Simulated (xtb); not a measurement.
xtb input file for CdBr₂, SMILES [Br][Cd][Br], GFN2-xTB. 

```
$ xtb mol.xyz --gfn 2 --sp --chrg 0 --uhf 0 --json
$ cat mol.xyz
3

Cd     0.00000000     0.00000000     0.76799355
Br    -0.00000000    -2.05503965    -0.52662415
Br     0.00000000     2.05503965    -0.52662415
```

Program output:

```
[banner left out]
          |                Calculation Setup                |
           -------------------------------------------------



           -------------------------------------------------
          |                 G F N 2 - x T B                 |
           -------------------------------------------------

        Reference                      10.1021/acs.jctc.8b01176
      * Hamiltonian:
        H0-scaling (s, p, d)           1.850000    2.230000    2.230000
        zeta-weighting                 0.500000
      * Dispersion:
        s8                             2.700000
        a1                             0.520000
        a2                             5.000000
        s9                             5.000000
      * Repulsion:
        kExp                           1.500000    1.000000
        rExp                           1.000000
      * Coulomb:
        alpha                          2.000000
        third order                    shell-resolved
        anisotropic                    true
        a3                             3.000000
        a5                             4.000000
        cn-shift                       1.200000
        cn-exp                         4.000000
        max-rad                        5.000000


          ...................................................
          :                      SETUP                      :
          :.................................................:
          :  # basis functions                  24          :
          :  # atomic orbitals                  22          :
          :  # shells                            8          :
          :  # electrons                        16          :
          :  max. iterations                   250          :
          :  Hamiltonian                  GFN2-xTB          :
          :  restarted?                      false          :
          :  GBSA solvation                  false          :
          :  PC potential                    false          :
          :  electronic temp.          300.0000000     K    :
          :  accuracy                    1.0000000          :
          :  -> integral cutoff          0.2500000E+02      :
          :  -> integral neglect         0.1000000E-07      :
          :  -> SCF convergence          0.1000000E-05 Eh   :
          :  -> wf. convergence          0.1000000E-03 e    :
          :  Broyden damping             0.4000000          :
          :  net charge                          0          :
          :  unpaired electrons                  0          :
          ...................................................

 iter      E             dE          RMSdq      gap      omega  full diag
   1     -8.8348408 -0.883484E+01  0.251E+01    3.66       0.0  T
   2     -8.8487421 -0.139013E-01  0.144E+01    3.19       1.0  T
   3     -8.8418722  0.686985E-02  0.253E+00    3.59       1.0  T
   4     -8.8514457 -0.957352E-02  0.166E+00    3.13       1.0  T
   5     -8.8499939  0.145179E-02  0.154E+00    3.44       1.0  T
   6     -8.8517691 -0.177513E-02  0.857E-01    3.14       1.0  T
   7     -8.8531604 -0.139128E-02  0.227E-01    3.24       1.0  T
   8     -8.8531976 -0.371939E-04  0.116E-01    3.25       1.0  T
   9     -8.8532236 -0.260528E-04  0.202E-02    3.27       2.9  T
  10     -8.8532244 -0.772735E-06  0.701E-03    3.27       8.2  T
  11     -8.8532244 -0.185688E-07  0.297E-03    3.27      19.5  T
  12     -8.8532244 -0.167586E-07  0.272E-04    3.27     212.4  T
  13     -8.8532244 -0.121840E-10  0.130E-04    3.27     444.3  T

   *** convergence criteria satisfied after 13 iterations ***

         #    Occupation            Energy/Eh            Energy/eV
      -------------------------------------------------------------
         1        2.0000           -0.8529409             -23.2097
         2        2.0000           -0.8452041             -22.9992
         3        2.0000           -0.5260252             -14.3139
         4        2.0000           -0.4442130             -12.0877
         5        2.0000           -0.4428850             -12.0515
         6        2.0000           -0.4374834             -11.9045
         7        2.0000           -0.4288703             -11.6702
         8        2.0000           -0.4281330             -11.6501 (HOMO)
         9                         -0.3079835              -8.3807 (LUMO)
        10                         -0.0709226              -1.9299
        11                          0.0209210               0.5693
        12                          0.0238173               0.6481
        13                          0.0243591               0.6628
       ...                                ...                  ...
        22                          0.9016936              24.5363
      -------------------------------------------------------------
                  HL-Gap            0.1201495 Eh            3.2694 eV
             Fermi-level           -0.3680582 Eh          -10.0154 eV

 SCC (total)                   0 d,  0 h,  0 min,  0.009 sec
 SCC setup                      ...        0 min,  0.000 sec (  1.222%)
 Dispersion                     ...        0 min,  0.000 sec (  0.287%)
 classical contributions        ...        0 min,  0.000 sec (  0.136%)
 integral evaluation            ...        0 min,  0.001 sec ( 10.802%)
 iterations                     ...        0 min,  0.005 sec ( 56.641%)
 molecular gradient             ...        0 min,  0.003 sec ( 29.319%)
 printout                       ...        0 min,  0.000 sec (  1.394%)

         :::::::::::::::::::::::::::::::::::::::::::::::::::::
         ::                     SUMMARY                     ::
         :::::::::::::::::::::::::::::::::::::::::::::::::::::
         :: total energy              -8.845810225527 Eh    ::
         :: gradient norm              0.000006202039 Eh/a0 ::
         :: HOMO-LUMO gap              3.269433841888 eV    ::
         ::.................................................::
         :: SCC energy                -8.853224407355 Eh    ::
         :: -> isotropic ES            0.059572426313 Eh    ::
         :: -> anisotropic ES          0.003740536343 Eh    ::
         :: -> anisotropic XC         -0.006789661044 Eh    ::
         :: -> dispersion             -0.002375869330 Eh    ::
         :: repulsion energy           0.007414181828 Eh    ::
         :: add. restraining           0.000000000000 Eh    ::
         :: total charge               0.000000000000 e     ::
         :::::::::::::::::::::::::::::::::::::::::::::::::::::

           -------------------------------------------------
          |                Property Printout                |
           -------------------------------------------------

    * Orbital Energies and Occupations

         #    Occupation            Energy/Eh            Energy/eV
      -------------------------------------------------------------
         1        2.0000           -0.8529409             -23.2097
         2        2.0000           -0.8452041             -22.9992
         3        2.0000           -0.5260252             -14.3139
         4        2.0000           -0.4442130             -12.0877
         5        2.0000           -0.4428850             -12.0515
         6        2.0000           -0.4374834             -11.9045
         7        2.0000           -0.4288703             -11.6702
         8        2.0000           -0.4281330             -11.6501 (HOMO)
         9                         -0.3079835              -8.3807 (LUMO)
        10                         -0.0709226              -1.9299
        11                          0.0209210               0.5693
        12                          0.0238173               0.6481
Note: The following floating-point exceptions are signalling: IEEE_DENORMAL
normal termination of xtb
        13                          0.0243591               0.6628
        14                          0.0257918               0.7018
        15                          0.0334379               0.9099
        16                          0.0367039               0.9988
        17                          0.0367817               1.0009
        18                          0.0371449               1.0108
        19                          0.0384327               1.0458
       ...                                ...                  ...
        22                          0.9016936              24.5363
      -------------------------------------------------------------
                  HL-Gap            0.1201495 Eh            3.2694 eV
             Fermi-level           -0.3680582 Eh          -10.0154 eV

     #   Z          covCN         q      C6AA      α(0)
     1  48 Cd       1.600     0.356   193.515    26.701
     2  35 Br       0.800    -0.178   189.609    22.201
     3  35 Br       0.800    -0.178   189.609    22.201

 Mol. C6AA /au·bohr⁶  :       1709.622482
 Mol. C8AA /au·bohr⁸  :     124307.740420
 Mol. α(0) /au        :         71.102686


Wiberg/Mayer (AO) data.
largest (>0.10) Wiberg bond orders for each atom

 ---------------------------------------------------------------------------
     #   Z sym  total        # sym  WBO       # sym  WBO       # sym  WBO
 ---------------------------------------------------------------------------
     1  48 Cd   2.023 --     2 Br   1.011     3 Br   1.011
     2  35 Br   1.275 --     1 Cd   1.011     3 Br   0.264
     3  35 Br   1.275 --     1 Cd   1.011     2 Br   0.264
 ---------------------------------------------------------------------------

Topologies differ in total number of bonds
Writing topology from bond orders to xtbtopo.mol

molecular dipole:
                 x           y           z       tot (Debye)
 q only:        0.000      -0.000       0.872
   full:       -0.000      -0.000       2.184       5.551
molecular quadrupole (traceless):
                xx          xy          yy          xz          yz          zz
 q only:        2.488       0.000      -5.572       0.000       0.000       3.084
  q+dip:        6.973      -0.000     -15.386       0.000       0.000       8.413
   full:        8.945      -0.000     -17.630       0.000       0.000       8.685


           -------------------------------------------------
          | TOTAL ENERGY               -8.845810225527 Eh   |
          | GRADIENT NORM               0.000006202039 Eh/α |
          | HOMO-LUMO GAP               3.269433841888 eV   |
           -------------------------------------------------

------------------------------------------------------------------------
------------------------------------------------------------------------
 total:
 SCF:
```

The calculation finished and met its thresholds.

Cost: very roughly 0.05 core-seconds.
